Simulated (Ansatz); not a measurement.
Reaction (ligand exchange at a B–S bond): `BSC#C` + `O[SiH]([SiH3])Cl` → `BO[SiH]([SiH3])Cl` + `C#CS`

Gas-phase electronic energies from Ansatz, PBE0-D4/def2-TZVP geometries. CCSD(T)/CBS adds triple-zeta CCSD(T) − MP2 to the extrapolated MP2 energy (def2 sets, frozen cores). This one scheme is used for every species. Functionals use def2-TZVPP. One conformer a species, not always the lowest.

```tsv
level	ΔE (kJ/mol)
PBE0	-51.6
MP2/def2-TZVPP	-53.3
```

**Question.** What does CCSD(T)/CBS give? (Estimate.)

**Answer.** Computed: -71.0 kJ/mol. The listed levels differ from it by 19.4, 17.7 kJ/mol.

Largest T1 diagnostic among the species: 0.014.

In def2-TZVPP, CCSD(T) changes the Hartree–Fock value by +72.2 kJ/mol (the triples alone add +13.9 kJ/mol) and MP2 by +91.7 kJ/mol. From PBE to PBE0 (25 % exact exchange), in def2-TZVPP and without D4, ΔE moves by −8.9 kJ/mol.
